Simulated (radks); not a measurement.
Task: The mean radii <r> (bohr) of the occupied orbitals of an atom or ion are listed with their occupations. Method: Dirac Kohn-Sham, LDA (Slater exchange, Perdew-Wang correlation), spin-unpolarised, spherical densities, point nucleus; computed with a radial shooting solver on a logarithmic mesh with Libxc functionals.

orbital  occ.      <r>
1s1/2       2  0.01579
2s1/2       2  0.06578
2p1/2       2  0.05390
2p3/2       4  0.06293
3s1/2       2   0.1698
3p1/2       2   0.1602
3p3/2       4   0.1761
3d3/2       4   0.1527
3d5/2       6   0.1574
4s1/2       2   0.3485
4p1/2       2   0.3449
4p3/2       4   0.3696
4d3/2       4   0.3584
4d5/2       2   0.3653

Name the element and its charge. Open shells, if any, fill j = l - 1/2 first.

Result: Z = 83, bismuth, charge +41: Bi41+ in [Kr] 4d6. The 1s radius gives Z: for a bare nucleus <r> = (2 gamma + 1)/(2Z) with gamma = sqrt(1 - (Z/c)^2), 0.01561 bohr for Z = 83, and screening makes it slightly larger (0.01579 here). The occupations add up to 42, and the charge is Z minus that.
